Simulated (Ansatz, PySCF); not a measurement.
PySCF was given this input:
```python
from pyscf import gto, scf, dft

mol = gto.Mole()
mol.atom = '''
    In    0.34757531   -0.02025724    0.39100460
    Cl    1.00831653    0.38636565   -1.88660393
    Cl   -2.01015125   -0.32797714    0.75959066
'''
mol.basis = 'def2-svp'
mol.ecp = {'In': 'def2-svp'}
mol.spin = 1
mol.verbose = 4
mol.build()

mf = dft.UKS(mol)
mf.xc = 'wb97m_v'
mf.grids.atom_grid = (99, 590)
mf.grids.prune = None
mf.kernel()
```

**Question.** Give the equivalent Ansatz (a first-principles code) input.

**Answer.** This is not unique; one that fits is 
Ansatz 0.2 input:
```yaml
crystal:
  periodic: [false, false, false]
  atoms:
    - {symbol: In, position_ang: [0.34757531, -0.02025724, 0.39100460]}
    - {symbol: Cl, position_ang: [1.00831653, 0.38636565, -1.88660393]}
    - {symbol: Cl, position_ang: [-2.01015125, -0.32797714, 0.75959066]}
basis:
  gaussian:
    orbitals: def2-SVP
hamiltonian:
  xc: {name: wB97M-V}
magnetization: {spin_polarized: true, initial_magnetization: 1}
accuracy: high
```

Both were run: PySCF gave -1110.229935 Eh and Ansatz -1110.229933 Eh, 0.002 mEh apart.
